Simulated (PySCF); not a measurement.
C2H3Cl2Ga.

```xyz
8

Ga     0.1331     0.0620     0.0000
Cl     0.6240     2.1455     0.0000
Cl    -1.9642    -0.3956     0.0000
C      1.4191    -1.3724     0.0000
C      1.0012    -2.6483     0.0000
H      2.4931    -1.1481     0.0000
H      1.7071    -3.4890     0.0000
H     -0.0644    -2.9089     0.0000
```

Geometry: r2SCAN-D4/def2-SVP. The structure was generated by enumeration; whether it is a known compound was not checked. Other conformers were not sampled.

Method: PBE0/pcSseg-1 (PySCF). Non-relativistic, no solvent.

Computed absolute GIAO shielding of each atom: isotropic value and principal components (ppm):
| atom | σ(iso) | σ11 | σ22 | σ33 | span |
|---|---|---|---|---|---|
| Ga1 | 1334.2 | 1145.9 | 1363.5 | 1493.2 | 347.3 |
| Cl2 | 868.0 | 680.1 | 922.0 | 1001.8 | 321.7 |
| Cl3 | 900.1 | 682.4 | 1003.3 | 1014.5 | 332.1 |
| C4 | 42.0 | -64.7 | 31.2 | 159.4 | 224.0 |
| C5 | 27.2 | -104.0 | 23.6 | 161.9 | 265.9 |
| H6 | 24.8 | 23.1 | 23.2 | 28.1 | 5.0 |
| H7 | 24.2 | 21.4 | 23.5 | 27.7 | 6.3 |
| H8 | 24.4 | 20.5 | 22.3 | 30.5 | 9.9 |
